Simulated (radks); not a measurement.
These are the eigenvalues of the occupied orbitals of an atom or ion with whole-number occupations (hartree). Calculated with a radial shooting solver on a logarithmic mesh with Libxc functionals: Dirac Kohn-Sham, PBE, spin-unpolarised, spherical densities, finite nucleus; Fermi nuclear charge, rms radius of each element as measured or else 0.836 A^(1/3) + 0.57 fm.

| orbital | eigenvalue |
|---|---|
| 1s1/2 | -2166.670 |
| 2s1/2 | -413.4763 |
| 2p1/2 | -397.0091 |
| 2p3/2 | -363.1698 |
| 3s1/2 | -136.1197 |
| 3p1/2 | -128.9857 |
| 3p3/2 | -121.5965 |
| 3d3/2 | -109.6175 |
| 3d5/2 | -107.9755 |
| 4s1/2 | -64.77876 |
| 6f5/2 | -20.89854 |

Which element is it, and in what charge state? The configuration may be excited. Open shells, if any, fill j = l - 1/2 first.

Answer. Z = 68, erbium, charge +37: Er37+ in [Ar] 3d10 4s2 6f1. The list shows which subshells hold electrons but not how many an open one holds; the 1s level, -2166.7 hartree, gives Z - s = 65.8 by -(Z - s)^2/2, which with screening and relativity narrows Z to a few neighbours, and the depths of the outer levels then fix element, charge and occupations together.
